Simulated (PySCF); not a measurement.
PySCF job for OSe, SMILES O=[Se] (connectivity only; charge and spin as stated), neutral, multiplicity 3, PBE0-D3(BJ)/def2-TZVP. Coordinates come from a PBE0-D3(BJ)/def2-TZVP optimisation.

```python
import numpy as np
from pyscf import gto, scf, dft, df
from pyscf.hessian import thermo

mol = gto.M(
    atom='''
    O     0.00000000    0.00000000   -1.32184696
    Se    0.00000000    0.00000000    0.31102282
    ''',
    basis='def2-TZVP',
    charge=0,
    spin=2,
    max_memory=1600,
    verbose=3,
)
mf = dft.UKS(mol, xc='pbe0').density_fit(auxbasis='def2-universal-jkfit')
mf.disp = 'd3bj'
mf.grids.level = 3
mf.conv_tol = 1e-11
mf.max_cycle = 100
mf.kernel()
fine, coarse = mf.grids, dft.Grids(mol).set(level=1).build(with_non0tab=True)
for _ in range(3):  # follow internal instabilities
    mf.grids = coarse
    mo, _, stable, _ = mf.stability(return_status=True, nroots=4)
    mf.grids = fine
    if stable:
        break
    mf.kernel(mf.make_rdm1(mo, mf.mo_occ))

# [left out here: the lines that compute and print the analytic Hessian (its translational invariance restored by hand, since the grid's response is missing), thermochemistry and intensities]
```

Output:

```

WARN: HOMO -0.220668517563118 >= LUMO -0.220668517563137

converged SCF energy = -2476.3917941148  <S^2> = 2.0107317  2S+1 = 3.0071459
<class 'pyscf.df.df_jk.DFUKS'> wavefunction is stable in the internal stability analysis

WARN: DFTD3 does not support analytical Hessian, using finite difference


WARN: Mole.unit (angstrom) is changed to Bohr

Mode                                 0
Irrep
Freq [cm^-1]                      974.2839
Reduced mass [au]                  18.4817
Force const [Dyne/A]               10.3363
Char temp [K]                    1401.7777
Normal mode                   x     y     z
       0   O                 0.00  0.00 -0.23
       1  Se                 0.00  0.00  0.05
temperature 298.1500 [K]
pressure 101325.00 [Pa]
Rotational constants [GHz] inf 14.24755 14.24755
Symmetry number 1
Zero-point energy (ZPE) 0.00222 [Eh]   5827.512 [J/mol]
                           tot       elec      trans        rot        vib
Entropy [J/mol/K]       233.952      9.134    165.536     58.847      0.434
Cv [J/mol/K]             22.486      0.000     12.472      8.314      1.700
Cp [J/mol/K]             30.800      0.000     20.786      8.314      1.700
Internal energy [J/mol]                      3718.434   2478.956   5934.320
Internal energy [Eh]   -2476.38717  -2476.39179
Enthalpy [J/mol]                             6197.391   2478.956   5934.320
Enthalpy [Eh]          -2476.38623
Gibbs free energy [J/mol]                  -43157.294 -15066.411   5804.898
Gibbs free energy [Eh] -2476.41280
mode   freq/cm-1   IR/(km/mol)
   1      974.28        12.599
max |gradient| / (hartree/bohr): 8.910834470349217e-06
APT charges: [-0.3191  0.3191]
```

The calculation finished and met its thresholds.

Cost: roughly 21 core-seconds.
